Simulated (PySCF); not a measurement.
Mg(Me)2 (C2H6Mg), SMILES [CH3][Mg][CH3]. Atoms are numbered in the order given.

```xyz
9

Mg     0.0000     0.0000     0.0000
C      0.0000     0.0000    -2.0987
H      0.8144     0.6074    -2.5116
H     -0.9333     0.4016    -2.5116
H      0.1189    -1.0090    -2.5116
C      0.0000     0.0000     2.0987
H      0.8144    -0.6074     2.5116
H     -0.9333    -0.4016     2.5116
H      0.1189     1.0090     2.5116
```

Geometry: TPSSh-D3(BJ)/def2-TZVP. The isomer is the one that the SMILES or the coordinates give; other isomers of the formula were not compared.

Two levels are set side by side: PBE/pcSseg-2 (PySCF) and KT2/pcSseg-2 (PySCF). GIAO shifts against TMS (¹H), TMS (¹³C) at the same level; non-relativistic, no solvent, atoms listed together averaged. Differences are taken from unrounded values.

```csv
quantity,KT2,PBE,PBE minus KT2
"δ(¹³C) of C2, C6 (ppm)",-18.0,-19.9,-1.8
"δ(¹H) of H3, H4, H5, H7, H8, H9 (ppm)",-0.89,-0.92,-0.04
```

Rough cost on one machine, each run with all the roots and properties that it gave: KT2 against PBE within a factor of 2.
